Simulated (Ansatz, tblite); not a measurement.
Cost and result up the ladder for GaP₂⁻ (the lowest singlet isomer of a short search) (3 atoms). Total charge -1; singlet. Geometry: r2SCAN-D4/def2-TZVPD.

```csv
atom,x (Å),y (Å),z (Å)
Ga1,-0.8840,0.9731,-0.6801
P2,-0.3673,-0.8807,0.8280
P3,1.2513,-0.0924,-0.1480
```

Ansatz on 4 threads of Intel Xeon on a shared host; xTB runs through tblite on one thread. Times are rough, summed over both states, and most runs start from the orbitals of an earlier one. PBE0-D4/def2-TZVPD serves as the yardstick here, not as an exact answer. The other state is a doublet.

The xTB rows come from tblite. Correlated methods freeze 19 core orbitals; core or outer-core shells of Ga are correlated, in sets that lack core-valence functions. In CCSD on the charge 0 doublet the largest single amplitude is 0.23, so its Hartree–Fock determinant may place the open shell otherwise than the density functionals do. The structure comes from a short search, and lower isomers may exist.

Run but left out: HF/def2-TZVPPD (singlet: restricted singlet, unstable towards broken spin symmetry); MP2/def2-TZVPPD (neutral doublet: ⟨S²⟩ 1.18, where a pure state has 0.75).

Correlated methods converge slowly with the basis.

Raw xTB energies of ions are shifted by several eV.

| level | functions | vertical IE (eV) | difference from PBE0-D4/def2-TZVPD (eV) | remarks |
| --- | --- | --- | --- | --- |
| PBE-D4/def2-TZVPD (with forces) | 140 | 1.92 | -0.05 | HOMO above zero (-1 singlet) |
| PBE0-D4/def2-TZVPD | 140 | 1.97 | 0.00 | – |
| r2SCAN-D4/def2-TZVPD | 140 | 1.96 | -0.02 | HOMO above zero (-1 singlet) |
| GFN2-xTB | 27 | 6.11 | 4.13 | – |
| CCSD(T)/def2-TZVPPD | 150 | 2.00 | 0.03 | large T1 (0.058) (doublet), restricted SCF unstable (-1 singlet), spin-contaminated (⟨S²⟩ 1.18) (doublet) |

Estimate how long each takes.

GFN2-xTB 0.011 s; PBE-D4/def2-TZVPD (with forces) 2.6 s; PBE0-D4/def2-TZVPD 3.6 s; r2SCAN-D4/def2-TZVPD 5 s; CCSD(T)/def2-TZVPPD 20 s. On shared hardware such times vary by a factor of up to 3.
